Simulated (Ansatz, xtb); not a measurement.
## Two isomers of C3H6BCl2N

Structure X: `CC#[N+][B-](C)(Cl)Cl`, a singlet. Structure Y: `[H]/N=C(/C)CB(Cl)Cl`, a singlet. Both are isolated molecules in the gas phase, relaxed with B3LYP/def2-SVP; the shapes shown needn't be the lowest conformers.

X (Å):

```xyz
13

C    -0.6990   -0.6034   -1.7637
C     0.3401   -0.2182   -0.8257
C     2.3538   -0.4443    2.1498
B     2.3255    0.5642    0.9108
Cl    1.8308    2.3029    1.3638
Cl    3.8594    0.5052   -0.1459
N     1.1670    0.0990   -0.0921
H    -1.4129    0.2254   -1.8860
H    -1.2336   -1.4894   -1.3893
H    -0.2479   -0.8384   -2.7399
H     1.4049   -0.4421    2.7124
H     2.5760   -1.4798    1.8409
H     3.1494   -0.1296    2.8443
```

Y (Å):

```xyz
13

C     0.7135    1.0220    0.2286
C     0.6023    0.5343   -1.1935
C     1.1199   -0.8899   -1.4615
B    -0.0843   -1.8967   -1.3740
Cl   -0.6025   -2.5671    0.1728
Cl   -0.9957   -2.3366   -2.8165
N     0.0818    1.2860   -2.0796
H     0.2317    0.3138    0.9229
H     0.2439    2.0097    0.3215
H     1.7735    1.0917    0.5280
H     0.0630    0.8214   -2.9958
H     1.5685   -0.9255   -2.4660
H     1.8899   -1.1544   -0.7200
```

**Question.** Which of the two would you expect CCSD(T)/def2-SVP + ΔMP2/def2-TZVPP electronic energies to favour?

**Answer.** Structure X; the calculation gives E(Y) − E(X) = +4.1 kcal/mol.

How the difference moves with the method:

```json
{"level": "GFN2-xTB", "geometry": "GFN2-xTB", "E(Y) − E(X) (kcal/mol)": "−3.2", "departure from the last row (kcal/mol)": "−7.3", "job, with rough time for the two": "optimisation, 0.44 s"}
{"level": "HF/STO-3G", "geometry": "GFN2-xTB", "E(Y) − E(X) (kcal/mol)": "+16.8", "departure from the last row (kcal/mol)": "+12.7", "job, with rough time for the two": "single point, 0.71 s"}
{"level": "r2SCAN-D4/def2-SVP", "geometry": "GFN2-xTB", "E(Y) − E(X) (kcal/mol)": "+1.3", "departure from the last row (kcal/mol)": "−2.8", "job, with rough time for the two": "single point, 4.7 s"}
{"level": "B3LYP/def2-SVP", "geometry": "B3LYP/def2-SVP", "E(Y) − E(X) (kcal/mol)": "+3.7", "departure from the last row (kcal/mol)": "−0.4", "job, with rough time for the two": "optimisation, 99 s"}
{"level": "HF/def2-SVP", "geometry": "B3LYP/def2-SVP", "E(Y) − E(X) (kcal/mol)": "+5.1", "departure from the last row (kcal/mol)": "+1.0", "job, with rough time for the two": "part of the CCSD(T) run"}
{"level": "MP2/def2-SVP", "geometry": "B3LYP/def2-SVP", "E(Y) − E(X) (kcal/mol)": "+6.8", "departure from the last row (kcal/mol)": "+2.7", "job, with rough time for the two": "part of the CCSD(T) run"}
{"level": "CCSD(T)/def2-SVP", "geometry": "B3LYP/def2-SVP", "E(Y) − E(X) (kcal/mol)": "+3.1", "departure from the last row (kcal/mol)": "−1.0", "job, with rough time for the two": "single point"}
{"level": "CCSD(T)/def2-SVP + ΔMP2/def2-TZVPP", "geometry": "B3LYP/def2-SVP", "E(Y) − E(X) (kcal/mol)": "+4.1", "departure from the last row (kcal/mol)": "", "job, with rough time for the two": "single point, 92 s"}
```

As drawn, Y has 1 N–H, 1 C=N, 1 C–C in place of 1 C≡N, 1 B–N, 1 C–H.

GFN2-xTB puts the two in the other order. The largest departure from CCSD(T)/def2-SVP + ΔMP2/def2-TZVPP is that of HF/STO-3G, 12.7 kcal/mol. The last row adds to CCSD(T) the change of the MP2 difference between the two basis sets, here +1.0 kcal/mol.

With thermal terms from frequencies at re-optimised GFN2-xTB minima (ideal gas, soft modes damped towards free rotors, one conformer each, 298.15 K, 1 atm): on the last row, ΔE + ΔZPE = +6.0, ΔH = +5.2, ΔG = +6.9 kcal/mol.

The correlated steps freeze 15 core orbitals. Programs: Ansatz 0.2.0, xtb 6.7.1; the last row on 2 threads of Intel(R) Xeon(R) Processor @ 2.70GHz on a shared host.
